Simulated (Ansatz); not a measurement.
```yaml
crystal:
  periodic: [false, false, false]
  atoms:
    - {symbol: B, position_ang: [-1.420223, 1.419861, -0.831647]}
    - {symbol: C, position_ang: [-0.279694, 0.477761, -0.740041]}
    - {symbol: C, position_ang: [0.534394, -0.367873, -0.167503]}
    - {symbol: C, position_ang: [0.882561, -1.067823, 1.069303]}
    - {symbol: S, position_ang: [1.157915, -0.316499, -1.780941]}
    - {symbol: H, position_ang: [-2.051061, 1.582790, 0.173636]}
    - {symbol: H, position_ang: [-1.703474, 1.987794, -1.839836]}
    - {symbol: H, position_ang: [1.911511, -0.822401, 1.344697]}
    - {symbol: H, position_ang: [0.206255, -0.798500, 1.880131]}
    - {symbol: H, position_ang: [0.844916, -2.146310, 0.895200]}
basis:
  gaussian: {orbitals: pcseg-2}
total_charge: 1
magnetization: {spin_polarized: true, initial_magnetization: 7}
hamiltonian: {xc: {name: PBE}, dispersion: d3bj}
accuracy: high
```

```sh
$ ansatz run in.yaml --threads 2 --pin off --events-out ev --progress --plain --max-ram 4352MiB
```

Shortened log:

```
Functional definition: PBE
4043 factors; integrals over basis functions are off by at most 3.3e-8 eV
mean field evaluation 1: about -14633.6614 eV, gradient 7.9e1 eV
mean field evaluation 2: about -14372.9201 eV, gradient 2.1e2 eV
mean field evaluation 4: about -14646.3141 eV, gradient 4.6e1 eV
mean field evaluation 8: about -14668.7076 eV, gradient 4.8e0 eV
mean field evaluation 16: about -14668.8811 eV, gradient 6.0e-2 eV
mean field evaluation 32: about -14668.8811 eV, gradient 8.7e-7 eV
mean field -14668.88109130 eV, -539.0714371807 hartree, gradient 6.0e-8 eV, S^2 15.755511; 8 other end points of the search recorded, 0 dependent functions left out
reference -14668.88109710 eV, -539.0714373936 hartree; 25, 18 occupied and 199, 206 virtual orbitals, 4043 factors
Total energy: -14669.09944373 eV, -539.0794614844 hartree
```

**Question.** Something in this input is off. What?

**Answer.** The spin is set far too high for this molecule. The run converged. The result belongs to that input, not to the molecule as meant.
